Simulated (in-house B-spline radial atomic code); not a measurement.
Successive ionisation energies of osmium; each step leads to the configuration of the next row (after the last: [Ar] 3d3/2(3)). Dirac energy differences include first-order Breit, QED and recoil terms. NIST's values go from ground level to ground level; the uncertainty of those that are theory runs from under 0.1 % in few-electron ions to several per cent in heavy many-electron ones. Computed with a B-spline radial code for spherical atoms: Dirac-Hartree-Fock, jj configuration that fills j = l - 1/2 first, finite nuclei.

A number in brackets counts the electrons of a j subshell.

```csv
ion,configuration,ionisation energy (eV),tabulated value (eV),computed minus tabulated (eV),highest orbital,largest mean radius (bohr)
Os36+,[Kr] 4d3/2(4),1605.4,1606,-1,4d3/2,0.4163
Os37+,[Kr] 4d3/2(3),1661.5,1660,2,4d3/2,0.41389
Os38+,[Kr] 4d3/2(2),1718.3,1720,-2,4d3/2,0.41149
Os39+,[Kr] 4d3/2(1),1775.6,1776,0,4d3/2,0.40913
Os40+,[Ar] 3d10 4s2 4p6,1996.5,1996,0,4p3/2,0.40678
Os41+,[Ar] 3d10 4s2 4p1/2(2) 4p3/2(3),2053.3,2052,1,4p3/2,0.40433
Os42+,[Ar] 3d10 4s2 4p1/2(2) 4p3/2(2),2110.6,2112,-1,4p3/2,0.40213
Os43+,[Ar] 3d10 4s2 4p1/2(2) 4p3/2(1),2168.4,2168,0,4p3/2,0.39996
Os44+,[Ar] 3d10 4s2 4p1/2(2),2335.7,2336,0,4p1/2,0.38193
Os45+,[Ar] 3d10 4s2 4p1/2(1),?,?,?,?,?
Os46+,[Ar] 3d10 4s2,2552.1,2552,0,4s1/2,0.37865
Os47+,[Ar] 3d10 4s1,2616.1,2615.5,1,4s1/2,0.37669
Os48+,[Ar] 3d10,?,?,?,?,?
Os49+,[Ar] 3d3/2(4) 3d5/2(5),?,?,?,?,?
Os50+,[Ar] 3d3/2(4) 3d5/2(4),4640.1,4635,5,3d5/2,0.19077
Os51+,[Ar] 3d3/2(4) 3d5/2(3),4775.4,4779,-4,3d5/2,0.18973
Os52+,[Ar] 3d3/2(4) 3d5/2(2),4912.3,4917,-5,3d5/2,0.1887
Os53+,[Ar] 3d3/2(4) 3d5/2(1),5050.8,5052,-1,3d5/2,0.18768
Os54+,[Ar] 3d3/2(4),5280.2,5280,0,3d3/2,0.18667
```

Problem. Fill in the row of Os45+.

Solution. ionisation energy (eV): 2399.6; tabulated value (eV): 2400; computed minus tabulated (eV): 0; highest orbital: 4p1/2; largest mean radius (bohr): 0.38028.

Problem. Fill in the row of Os48+.

Solution. ionisation energy (eV): 4374.0; tabulated value (eV): 4374; computed minus tabulated (eV): 0; highest orbital: 3d5/2; largest mean radius (bohr): 0.19287.

Problem. Fill in the row of Os49+.

Solution. ionisation energy (eV): 4506.2; tabulated value (eV): 4501; computed minus tabulated (eV): 5; highest orbital: 3d5/2; largest mean radius (bohr): 0.19181.

Problem. Where is the largest jump?

Solution. From Os47+ to Os48+, by a factor of 1.67 (2616.1 to 4374 eV); the highest orbital goes from 4s1/2 to 3d5/2.
